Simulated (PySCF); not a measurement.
Isomers C4H7B:

A. SMILES B[C@H]1C=CC1
B. `B/C=C/C=C`
C. `BCC#CC`
D. `CBC#CC`

Spectrum 1. 1H NMR (500 MHz, computed): δ 6.59 (br, 1H), 2.29 (s, 3H), 1.07 (s, 3H). 13C{1H} NMR (computed): δ 144.1 (C), 99.4 (C), 16.6 (CH3), 7.6 (CH3).

Spectrum 2. 1H NMR (500 MHz, computed): δ 7.26 (m, 1H), 7.08 (m, 1H), 6.79 (br, 2H), 6.79 (m, 1H), 6.05 (dt, J = 18.2, 1.3 Hz, 1H), 6.01 (dt, J = 11.1, 1.4 Hz, 1H). 13C{1H} NMR (computed): δ 175.7 (CH), 147.8 (CH), 146.6 (CH), 138.7 (CH2).

Spectrum 3. 1H NMR (500 MHz, computed): δ 7.50 (br, 2H), 6.54 (dtd, J = 3.4, 1.8, 1.1 Hz, 1H), 6.17 (ddt, J = 5.0, 3.4, 1.6 Hz, 1H), 3.04 (m, 1H), 2.95 (m, 1H), 2.72 (m, 1H). 13C{1H} NMR (computed): δ 147.7 (CH), 142.9 (CH), 58.2 (CH), 39.1 (CH2).

Spectrum 4. 1H NMR (500 MHz, computed): δ 7.67 (br, 2H), 2.61 (qt, J = 3.6, 1.5 Hz, 2H), 1.86 (t, J = 3.6 Hz, 3H). 13C{1H} NMR (computed): δ 83.8 (C), 79.2 (C), 24.5 (CH2), 4.8 (CH3).

PySCF 2.14 calculation with PBE0-D3(BJ)/def2-SVP geometry, J couplings at B3LYP/pcJ-1 (spin–dipole term left out of most H,H and C,H couplings) and PBE0/pcSseg-1 with gauge-including orbitals; equivalent nuclei averaged, non-relativistic, one computed conformer, no solvent model.

Scale: 1H (31.27 ppm), 13C (184.41 ppm) vs TMS (reference shieldings calculated alike). Multiplet labels drop J under 1 Hz and among equivalent protons, and merge close values. Unscaled 3J(H,H) run several per cent high. Vicinal couplings that depend on rotamer populations or ring flexing (ring, CH–CH, X–H and H–F types) are those of the one conformer. Couplings to H on boron are left out. Carbons bonded to boron are broad in practice. Shifts are as computed. Against solution values, carbons near 30 ppm lie about +2 ppm off and those near 130 ppm about +5 ppm. Of 1211 compounds with measured shifts, 218 miss one by over three times the rms of a fit or turn the order of signals round; such compounds aren't used in these exercises.

Task: Match each spectrum to its structure.

Result: 1–D, 2–B, 3–A, 4–C.

- Spectrum 1 (D): 4 13C signals; δC 99.4 is an alkyne carbon; δC 7.6 is a propargylic methyl carbon.
- Spectrum 2 (B): 4 13C signals; δC 147.8 is an alkene CH; δC 146.6 is an alkene CH.
- Spectrum 3 (A): 4 13C signals; δC 147.7 is an alkene CH; δC 142.9 is an alkene CH.
- Spectrum 4 (C): 4 13C signals; δC 83.8 is an alkyne carbon; δC 79.2 is an alkyne carbon.
